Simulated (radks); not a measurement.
The numbers below are computed, except where a source is named.
Polarisability of the iodine ion I7+, [Kr] 4d10, at imaginary frequency. Code: a radial shooting solver on a logarithmic mesh with Libxc functionals. Model: scalar-relativistic Kohn-Sham, LB94 model potential, spin-polarised, spherical densities, finite nucleus; Fermi nuclear charge, rms radius 4.75 fm. Response by self-consistent Sternheimer equations with the Hartree and adiabatic LDA kernel, the relativistic mass of each level held fixed and spin-orbit coupling left out.

w (hartree)  alpha1(iw) (bohr^3)  alpha2(iw) (bohr^5)
0.00266                    1.082                1.324
0.0143                     1.082                1.324
0.0360                     1.082                1.324
0.0697                     1.082                1.323
0.118                      1.081                1.321
0.186                      1.079                1.317
0.280                      1.074                1.309
0.413                      1.064                1.292
0.605                      1.045                1.258
0.892                      1.005                1.195
1.35                      0.9230                1.084
2.12                      0.7668               0.9091
3.59                      0.5143               0.6584
6.94                      0.2323               0.3434
17.5                     0.05813              0.08482

Static values: alpha1 = 1.082 bohr^3 (0.1604 angstrom^3; uncoupled 1.597), alpha2 = 1.324 bohr^5, alpha3 = 2.523 bohr^7. C6 = 3.040, C8 = 18.85, triple-dipole C9 = 2.394 atomic units. One-pole (London) frequency 4 C6 / (3 alpha1^2) = 3.459 hartree, against 5.562 for minus the highest occupied eigenvalue.
